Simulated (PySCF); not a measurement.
Compound: C₆H₁₄Si₂.
Atom-mapped SMILES: `[CH2:1]1[CH2:2][SiH2:3][Si@@H:4]([CH:5]2[CH2:6][CH2:7]2)[CH2:8]1`

NICS is the negative of the GIAO shielding at a point without a nucleus: at the ring centre (0) and 1 Å above and below it (1); zz is the component along the ring normal. Level: GIAO PBE0/pcSseg-1 (PySCF, non-relativistic, gas phase) on the PBE0-D3(BJ)/def2-SVP geometry, one conformer.

Ring bond lengths (Å), with Mayer bond orders in brackets: C1–C2 1.536 (1.03), C2–Si3 1.909 (0.90), Si3–Si4 2.349 (0.94), Si4–C8 1.910 (0.90), C8–C1 1.536 (1.03); C5–C6 1.510 (0.95), C6–C7 1.492 (0.97), C7–C5 1.511 (0.95).

Give the NICS values of each ring in ppm.

| ring | type | NICS(0) | NICS(1), two faces | NICS(1)zz, two faces | rms pucker (Å) | centre to ring atoms, mean (Å) |
| --- | --- | --- | --- | --- | --- | --- |
| C1–C2–Si3–Si4–C8 | 5-membered ring with 2 Si; formal bonds all single | -4.3 | -3.8 / -4.0 | -0.6 / -2.4 | 0.21 | 1.53 |
| C5–C6–C7 | 3-membered carbocycle; formal bonds all single | -44.7 | -8.3 / -9.2 | -24.6 / -26.0 | 0.00 | 0.87 |

What do they say, and how far can they be read as aromaticity?

- C1–C2–Si3–Si4–C8: mean NICS(1)zz -1.5 ppm, near zero. C1, C2, Si3, Si4, C8 have four or more neighbours, and the NICS criterion for π rings isn't applied.
- C5–C6–C7: mean NICS(1)zz -25.3 ppm, shielded. C5, C6, C7 have four or more neighbours, and the NICS criterion for π rings isn't applied. NICS(0) lies 36 ppm below the mean NICS(1).

What are the shieldings of the ring atoms and their hydrogens in the same run (means over atoms taken as equivalent)?

```
   atoms                  environment  σ isotropic (ppm)  principal values of the symmetric part, first atom (ppm)
      C1              ring CH2 carbon              157.4                                       137.0, 163.8, 171.4
      C2  sp3 carbon bound to silicon              172.5                                       158.1, 167.8, 191.7
     Si3                 SiH2 silicon              426.0                                       396.9, 399.4, 481.7
     Si4                  SiH silicon              367.3                                       304.0, 375.4, 422.5
      C5  sp3 carbon bound to silicon              191.3                                       157.4, 188.5, 228.0
      C6   three-membered-ring carbon              178.0                                       147.6, 172.9, 213.5
      C7   three-membered-ring carbon              181.0                                       151.5, 175.4, 216.2
      C8  sp3 carbon bound to silicon              168.5                                       154.4, 163.4, 187.8
 H on C1           methylene hydrogen              29.02                                          22.6, 27.2, 37.2
 H on C1           methylene hydrogen              30.33                                          25.6, 28.0, 37.4
 H on C2           methylene hydrogen              29.99                                          24.3, 27.3, 38.3
 H on C2           methylene hydrogen              30.93                                          27.0, 28.1, 37.6
H on Si3                Si–H hydrogen              27.78                                          24.1, 26.8, 32.4
H on Si3                Si–H hydrogen              27.79                                          23.8, 25.2, 34.3
```

The list is cut; further classes of hydrogen are left out.

How do the values depend on the level or the medium?

```
                 level  NICS(0), C1–C2–Si3–Si4–C8  mean NICS(1)zz, C1–C2–Si3–Si4–C8  NICS(0), C5–C6–C7  mean NICS(1)zz, C5–C6–C7
    PBE0/pcSseg-1, gas                       -4.3                              -1.5              -44.7                     -25.3
mPW1PW91/pcSseg-1, gas                       -4.3                              -1.4              -44.6                     -25.2
```

The geometry is the same throughout.
